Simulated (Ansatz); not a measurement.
Species: H$_{4}$O$_{4}$Sn, SMILES `[OH][Sn]([OH])([OH])[OH]` (charge 0, multiplicity 1).

### Question
Give a relaxed geometry from B3LYP-D3(BJ)/def2-TZVP (Ansatz, a program for electronic structure).

### Answer
Several could match; the one computed here: the end point of this relaxation, one of several conformers (outside a Z-matrix the atoms follow the SMILES, hydrogens last).
Bond lengths (Å): O1–Sn2 1.958, O1–H6 0.964, Sn2–O3 1.958, Sn2–O4 1.958, Sn2–O5 1.958, O3–H7 0.964, O4–H8 0.965, O5–H9 0.965. Bond angles (°): Sn2–O1–H6 112.2, O1–Sn2–O3 116.3, O1–Sn2–O4 106.2, O1–Sn2–O5 106.2, O3–Sn2–O4 106.2, O3–Sn2–O5 106.2, O4–Sn2–O5 116.3, Sn2–O3–H7 112.2, Sn2–O4–H8 112.2, Sn2–O5–H9 112.2.
